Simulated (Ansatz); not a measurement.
## Nudged elastic band run: C$_{2}$H$_{4}$NSi

The input (input.yaml):

```yaml
crystal:
  periodic: [false, false, false]
  atoms:
    - { symbol: C, position_ang: [-0.648751, 0.924349, -0.358703] }
    - { symbol: Si, position_ang: [0.065468, -0.295483, 0.87017] }
    - { symbol: C, position_ang: [1.50305, -1.194813, 0.145444] }
    - { symbol: "N", position_ang: [2.469218, -1.711915, -0.261116] }
    - { symbol: H, position_ang: [0.120662, 1.634806, -0.696471] }
    - { symbol: H, position_ang: [-1.4729, 1.494387, 0.096682] }
    - { symbol: H, position_ang: [-1.040524, 0.393253, -1.242449] }
    - { symbol: H, position_ang: [-0.904022, -1.301584, 1.390543] }
magnetization:
  spin_polarized: true
  initial_magnetization: 1
basis:
  gaussian: { orbitals: def2-SVP }
hamiltonian:
  xc: r2scan
neb:
  order_check: false
  images: 7
  f_tol: 0.05
  max_iterations: 60
  final_atoms:
    - { symbol: C, position_ang: [-0.66505844, 1.00663227, -0.28217032] }
    - { symbol: Si, position_ang: [0.18706941, 0.31298313, 1.27049224] }
    - { symbol: C, position_ang: [0.95442047, -1.24098029, 0.41502203] }
    - { symbol: "N", position_ang: [2.02097918, -1.68362372, -0.02177739] }
    - { symbol: H, position_ang: [0.11854752, 1.42574304, -0.94323053] }
    - { symbol: H, position_ang: [-1.38159308, 1.80783583, -0.04433596] }
    - { symbol: H, position_ang: [-1.17960801, 0.23152387, -0.87548161] }
    - { symbol: H, position_ang: [0.03744395, -1.91711413, 0.42558153] }
  initial_path:
    images:
      - { positions_ang: [[-0.648751, 0.924349, -0.358703], [0.065468, -0.295483, 0.87017], [1.50305, -1.194813, 0.145444], [2.469218, -1.711915, -0.261116], [0.120662, 1.634806, -0.696471], [-1.4729, 1.494387, 0.096682], [-1.040524, 0.393253, -1.242449], [-0.904022, -1.301584, 1.390543]] }
      - { positions_ang: [[-0.66091658, 0.93016759, -0.34697112], [0.03228525, -0.25013158, 0.89842125], [1.44545768, -1.2021822, 0.20039459], [2.41201659, -1.76037458, -0.19735342], [0.10207658, 1.62441133, -0.72219127], [-1.47764382, 1.54402634, 0.09220948], [-1.07857826, 0.39937091, -1.21260322], [-0.68249645, -1.3422878, 1.2321937]] }
      - { positions_ang: [[-0.67308217, 0.93598619, -0.33523923], [-0.0008975, -0.20478016, 0.92667251], [1.38786536, -1.20955141, 0.25534518], [2.35481519, -1.80883416, -0.13359084], [0.08349117, 1.61401665, -0.74791155], [-1.48238763, 1.59366568, 0.08773696], [-1.11663252, 0.40548881, -1.18275744], [-0.46097089, -1.3829916, 1.07384441]] }
      - { positions_ang: [[-0.68524775, 0.94180478, -0.32350735], [-0.03408025, -0.15942874, 0.95492376], [1.33027304, -1.21692061, 0.31029577], [2.29761378, -1.85729374, -0.06982826], [0.06490575, 1.60362198, -0.77363182], [-1.48713145, 1.64330501, 0.08326444], [-1.15468678, 0.41160672, -1.15291166], [-0.23944534, -1.42369539, 0.91549511]] }
      - { positions_ang: [[-0.69741333, 0.94762337, -0.31177546], [-0.067263, -0.11407732, 0.98317502], [1.27268072, -1.22428981, 0.36524636], [2.24041238, -1.90575333, -0.00606568], [0.04632033, 1.59322731, -0.79935209], [-1.49187527, 1.69294435, 0.07879192], [-1.19274104, 0.41772462, -1.12306588], [-0.01791979, -1.46439919, 0.75714581]] }
      - { positions_ang: [[-0.68932461, 0.9623756, -0.30437417], [-0.0036799, -0.00731221, 1.05500432], [1.19311566, -1.22846243, 0.37769028], [2.18555408, -1.85022092, -0.00999361], [0.06437713, 1.55135624, -0.8353217], [-1.46430472, 1.72166722, 0.04800995], [-1.18945779, 0.37117443, -1.06116982], [-0.00407885, -1.57757793, 0.67425474]] }
      - { positions_ang: [[-0.68123589, 0.97712782, -0.29697289], [0.05990321, 0.0994529, 1.12683363], [1.1135506, -1.23263505, 0.3901342], [2.13069578, -1.79468852, -0.01392154], [0.08243392, 1.50948518, -0.87129131], [-1.43673417, 1.75039009, 0.01722798], [-1.18617453, 0.32462425, -0.99927375], [0.00976208, -1.69075666, 0.59136367]] }
      - { positions_ang: [[-0.67314716, 0.99188005, -0.2895716], [0.12348631, 0.20621802, 1.19866293], [1.03398554, -1.23680767, 0.40257812], [2.07583748, -1.73915612, -0.01784946], [0.10049072, 1.46761411, -0.90726092], [-1.40916363, 1.77911296, -0.01355399], [-1.18289127, 0.27807406, -0.93737768], [0.02360302, -1.8039354, 0.5084726]] }
      - { positions_ang: [[-0.66505844, 1.00663227, -0.28217032], [0.18706941, 0.31298313, 1.27049224], [0.95442047, -1.24098029, 0.41502203], [2.02097918, -1.68362372, -0.02177739], [0.11854752, 1.42574304, -0.94323053], [-1.38159308, 1.80783583, -0.04433596], [-1.17960801, 0.23152387, -0.87548161], [0.03744395, -1.91711413, 0.42558153]] }
```

Launched with:

```bash
$ ansatz run input.yaml --threads 2 --pin off --max-ram 3072MiB --backend cpu --events-out ev --progress --plain --runs-dir out
```

Output, in part (warnings, iteration lines, the closing report on the highest movable image, with atoms numbered from 0):

```
NEB end point (image 0): max|allowed force component| = 7.322e-3 eV/Å (the criterion of neb.relax_end_points is 1.000e-2)
NEB end point (image 8): max|allowed force component| = 8.462e-3 eV/Å (the criterion of neb.relax_end_points is 1.000e-2)
NEB iter   1: max|band force component| = 6.636e0 eV/Å  barrier→ = 3.0575 eV  barrier← = 1.0562 eV  Δτ_max = 0.1956 Å  (541 SCF iters)
NEB iter   2: max|band force component| = 3.103e0 eV/Å  barrier→ = 2.4560 eV  barrier← = 0.4547 eV  Δτ_max = 0.1990 Å  (311 SCF iters)
NEB iter   3: max|band force component| = 1.146e0 eV/Å  barrier→ = 2.2673 eV  barrier← = 0.2660 eV  Δτ_max = 0.1988 Å  (296 SCF iters)
NEB iter   4: max|band force component| = 5.769e-1 eV/Å  barrier→ = 2.2231 eV  barrier← = 0.2218 eV  CI = image 5  Δτ_max = 0.0837 Å  (307 SCF iters)
NEB iter   5: max|band force component| = 4.926e-1 eV/Å  barrier→ = 2.2410 eV  barrier← = 0.2398 eV  CI = image 5  Δτ_max = 0.0358 Å  (287 SCF iters)
NEB iter   6: max|band force component| = 1.177e-1 eV/Å  barrier→ = 2.2388 eV  barrier← = 0.2375 eV  CI = image 5  Δτ_max = 0.0319 Å  (289 SCF iters)
NEB iter   7: max|band force component| = 4.886e-2 eV/Å  barrier→ = 2.2383 eV  barrier← = 0.2371 eV  CI = image 5  Δτ_max = 0.0037 Å  (570 SCF iters)
NEB iter   8: max|band force component| = 5.361e-2 eV/Å  barrier→ = 2.2384 eV  barrier← = 0.2371 eV  CI = image 5  Δτ_max = 0.0019 Å  (36 SCF iters)
NEB iter   9: max|band force component| = 2.973e-2 eV/Å  barrier→ = 2.2383 eV  barrier← = 0.2370 eV  CI = image 5  Δτ_max = 0.0000 Å  (595 SCF iters)
Total energy: -11494.96357147 eV, -422.4321196853 hartree
Atom 0 at    -0.671940     0.965752    -0.315875 Å, force     0.003403    -0.005368     0.002020 eV/Å
Atom 1 at     0.006495     0.061473     1.227656 Å, force    -0.000019    -0.000611    -0.006479 eV/Å
Atom 2 at     1.177748    -1.084709     0.292844 Å, force     0.006425    -0.003241    -0.003238 eV/Å
Atom 3 at     1.978710    -1.862819    -0.152277 Å, force    -0.000710     0.003093    -0.000044 eV/Å
Atom 4 at     0.109382     1.596185    -0.771929 Å, force    -0.002007     0.001255     0.001086 eV/Å
Atom 5 at    -1.517203     1.609289    -0.028468 Å, force    -0.001920    -0.000044     0.001036 eV/Å
Atom 6 at    -1.013859     0.253668    -1.084847 Å, force     0.002387     0.002128    -0.000632 eV/Å
Atom 7 at     0.022868    -1.595839     0.776996 Å, force    -0.007560     0.002788     0.006249 eV/Å
Dipole moment:    -0.427924     0.366166    -0.040013 e Å
```

The run converged. The band force fell under the threshold earlier too, but the program's further tests of the path sent the band on. A vibrational analysis at the climbing image gives one clearly imaginary mode, 1144i cm⁻¹: a first-order saddle point.

Final band (atoms are numbered from 1 in the order of the input):

| image | path coordinate (Å) | energy (eV) | Si2–H8 (Å) | C3–H8 (Å) |
| --- | --- | --- | --- | --- |
| 0 | 0.00 | 0.00 | 1.49 | 2.71 |
| 1 | 0.32 | 0.07 | 1.49 | 2.56 |
| 2 | 0.64 | 0.29 | 1.49 | 2.37 |
| 3 | 0.96 | 0.73 | 1.49 | 2.07 |
| 4 | 1.27 | 1.56 | 1.55 | 1.71 |
| 5 | 1.59 | 2.24 | 1.72 | 1.35 |
| 6 | 1.90 | 2.05 | 2.01 | 1.18 |
| 7 | 2.21 | 2.00 | 2.28 | 1.15 |
| 8 | 2.52 | 2.00 | 2.39 | 1.14 |

The run took 3.5 min on 2 threads of Arm Neoverse V2, with other jobs on the host, peak memory 0.21 GiB.
